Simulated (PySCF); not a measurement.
C6H14OSi2.
Numbering: `[CH2:1]=[C:2]1[SiH2:3][C@H:4]1[O:5][Si:6]([CH3:7])([CH3:8])[CH3:9]`

Cartesian coordinates in Å at the GFN2-xTB level; atoms count from 1:
```
atom  x, y, z in Å
C1     2.8161   -1.1030   -0.0234
C2     2.5201    0.1785   -0.0178
Si3    2.7640    1.9468   -0.5372
C4     1.3065    1.0213    0.2823
O5     0.1348    0.7539   -0.4314
Si6   -1.1894   -0.1144   -0.0380
C7    -2.3927    0.3545   -1.4293
C8    -1.8637    0.3919    1.6764
C9    -0.8969   -2.0031   -0.0241
H10    3.7740   -1.4687   -0.3612
H11    2.1180   -1.8509    0.3265
H12    3.5334    2.8360    0.3174
H13    2.7036    2.2544   -1.9532
H14    1.1157    1.1760    1.3438
H15   -3.3359   -0.1668   -1.3086
H16   -1.9915    0.0904   -2.4019
H17   -2.6007    1.4191   -1.4372
H18   -2.8116   -0.0884    1.8958
H19   -2.0200    1.4658    1.7324
H20   -1.1728    0.1204    2.4706
H21   -0.2999   -2.3162    0.8286
H22   -1.8357   -2.5462    0.0241
H23   -0.3803   -2.3245   -0.9245
```

Definitions: NICS(0) = −σiso at the ring centroid; NICS(1) = −σiso and NICS(1)zz = −σzz at ±1 Å along the ring normal z. Level: GIAO PBE0/pcSseg-1 (PySCF, non-relativistic, gas phase) on the GFN2-xTB geometry, one conformer.

Ring bond lengths (Å), with Mayer bond orders in brackets: C2–Si3 1.859 (0.92), Si3–C4 1.911 (0.91), C4–C2 1.508 (0.86).

Q: What do the NICS probes read (ppm)?

A: 
```tsv
ring	type	NICS(0)	NICS(1), two faces	NICS(1)zz, two faces	rms pucker (Å)	centre to ring atoms, mean (Å)
C2–Si3–C4	3-membered ring with Si; formal bonds all single	-13.0	-8.1 / -5.5	-14.0 / -8.4	0.00	1.02
```

Q: What do they say, and how far can they be read as aromaticity?

A: 
- C2–Si3–C4: mean NICS(1)zz -11.2 ppm, shielded. Si3, C4 have four or more neighbours, so the value isn't read as a sign of a π ring current. The two faces differ by 5.6 ppm, so no symmetry operation interchanges them. NICS(0) lies 6 ppm below the mean NICS(1).

Q: At the first NICS(1) probe listed for ring C2–Si3–C4, 1 Å off the ring, what do the in-plane components average?

A: The isotropic value is a third of the trace: (3 × -8.1 − (-14.0))/2 = -5.1 ppm.

Q: How shielded are the nuclei of the rings and their hydrogens (means over atoms taken as equivalent)?

A: 
```
atoms                      environment  σ isotropic (ppm)  principal values of the symmetric part, first atom (ppm)
   C2  fully substituted alkene carbon               37.4                                       -53.1, -26.4, 191.6
  Si3                     SiH2 silicon              483.9                                       383.2, 429.6, 639.0
   C4       sp3 carbon bound to oxygen              132.8                                        87.5, 111.1, 199.8
  H12                    Si–H hydrogen              28.35                                          23.8, 25.6, 35.7
  H13                    Si–H hydrogen              28.28                                          23.9, 26.7, 34.2
  H14                 methine hydrogen              27.44                                          22.2, 28.3, 31.9
```

On Arm Neoverse V1, one thread, no GPU, on a shared host, this took 53 s and 1.1 GiB of memory at its peak. This is the whole shielding run at PBE0/pcSseg-1, SCF included.
